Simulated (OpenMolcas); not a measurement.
# Co3+ in a point-charge field

Co3+ among 3 point charges of -2 e arranged as a planar triangle (D3h), 1.96 Å from the ion.

- Program: OpenMolcas 26.06
- Method: CASSCF
- Basis: ANO-RCC-VDZP [5s4p2d1f]
- Scalar Hamiltonian: DKH2, point nucleus
- Active space: 6 electrons in 5 orbitals (3d)
- State averaging: 2S+1 = 5 even, 5 roots; 2S+1 = 3 even, 45 roots; 2S+1 = 1 even, 50 roots
- Spin-orbit coupling: RASSI with atomic mean-field integrals over the reference wave functions

The lowest spin-free states (labels of D3, the rotations of D3h), above the lowest:

| State | Degeneracy | E (cm-1) | Free-ion L (%) |
| --- | --- | --- | --- |
| 5A1 | 1 | 0.0 | D (100) |
| 5E | 2 | 1784 | D (100) |
| 5E | 2 | 9147 | D (100) |
| 3A1 | 1 | 27447 | H (76) |
| 3A2 | 1 | 27447 | H (76) |
| 3E | 2 | 27519 | H (85) |
| 3E | 2 | 27625 | H (100) |
| 3E | 2 | 28238 | H (75) |
| 3E | 2 | 29323 | H (79) |
| 3A2 | 1 | 29484 | H (66) |
| 3E | 2 | 30512 | F (43) |
| 3E | 2 | 31199 | F (75) |
| 3A2 | 1 | 31219 | P (58) |
| 3E | 2 | 33018 | P (55) |
| 3A2 | 1 | 33624 | F (97) |
| 3A1 | 1 | 33636 | F (97) |
| 3A1 | 1 | 34657 | G (88) |
| 3A2 | 1 | 34973 | F (53) |
| 3E | 2 | 37022 | G (49) |
| 3E | 2 | 38139 | G (63) |

The lowest levels with spin-orbit coupling:

| E (cm-1) | Degeneracy | Label | 2S+1 | g |
| --- | --- | --- | --- | --- |
| 0.0 | 1 | A1 | 5 |  |
| 31.4 | 2 | E | 5 | 0.00 0.00 3.95 |
| 131.1 | 2 | E | 5 | 0.00 0.00 7.91 |
| 1671 | 2 |  | 5 | 0.00 0.00 10.00 |
| 1899 | 2 | E | 5 | 0.00 0.00 6.10 |
| 2062 | 2 | E | 5 | 0.00 0.00 2.31 |
| 2145 | 1 | A2 | 5 |  |
| 2322 | 1 | A1 | 5 |  |
| 2387 | 2 | E | 5 | 0.00 0.00 5.75 |
| 8700 | 2 | E | 5 | 0.00 0.00 12.00 |
| 9049 | 2 |  | 5 | 0.00 0.00 8.00 |
| 9379 | 2 | E | 5 | 0.00 0.00 4.00 |
| 9693 | 2 | E | 5 |  |
| 9993 | 1 | A1 | 5 |  |
| 9993 | 1 | A2 | 5 |  |
| 27218 | 1 | A2 | 3 |  |
| 27220 | 1 | A1 | 3 |  |
| 27254 | 2 | E | 3 | 0.00 0.00 8.40 |
| 27305 | 2 | E | 3 | 0.00 0.00 2.24 |
| 27368 | 2 | E | 3 | 0.00 0.00 11.19 |

Powder χT (cm3 K/mol): 0.386 at 2 K, 1.88 at 10 K, 3.8 at 50 K, 4.02 at 100 K, 4.1 at 200 K, 4.13 at 300 K. The effective moment at 300 K is 2.828 √(χT) = 5.75 μB.

The lowest level has 2S+1 = 5, for which the spin-only value is χT = S(S+1) / 2 = 3.000 cm3 K/mol (g = 2). The computed 4.134 at 300 K differs by +1.134, through orbital momentum, spin-orbit coupling and any other state in reach.

Without dynamic correlation the repulsion within the d shell is too large (B by tens of per cent), so at a given field states of lower spin stand too high. Point charges give a weaker field than real ligands, and real ions of this kind are often low spin; the high spin found here belongs to the model. This is an electrostatic model: the charges have no orbitals. No measured value stands beside these numbers.

With an even number of electrons the g values are those of a degenerate or nearly degenerate non-Kramers pair.
